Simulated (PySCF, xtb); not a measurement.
BH₅Si, SMILES B[SiH3]. Atoms are numbered in the order given.

```xyz
7

B      1.4379    -0.0212     0.0000
H      2.0563     0.0024     1.0181
H      2.0563     0.0024    -1.0181
Si    -0.5718    -0.0050     0.0000
H     -0.9587     1.4351     0.0000
H     -1.1693    -0.6321    -1.2049
H     -1.1693    -0.6321     1.2049
```
Charge 0, spin multiplicity 1.

Coordinates come from a B3LYP-D3(BJ)/def2-TZVP optimisation.

Calculation: IEF-PCM-M06-2X/def2-SVP run with PySCF 2.14.0.

The values are the electrostatic part of the solvation free energy, E(continuum) − E(gas) at the gas-phase geometry, in a cavity of scaled van der Waals radii (PySCF's table); cavitation and dispersion terms are not included. In vacuum the orbital gap is 8.17 eV. The dipole moment in vacuum is 0.47 D.

Question: Estimate the values in water (ε = 78.36), chlorobenzene (ε = 5.70), tetrahydrofuran (ε = 7.43). (The exact figures need the calculation; the answer reports its results.)

Answer: 
| solvent | ε | ΔG(elec) (kcal/mol) | dipole (D) | gap (eV) |
|---|---|---|---|---|
| water | 78.36 | -0.5 | 0.58 | 8.27 |
| chlorobenzene | 5.70 | -0.4 | 0.55 | 8.24 |
| tetrahydrofuran | 7.43 | -0.4 | 0.56 | 8.25 |

For comparison, GFN2-xTB/ALPB(water) (xtb, at the GFN2-xTB geometry, all terms of that model) gives -0.6 kcal/mol.
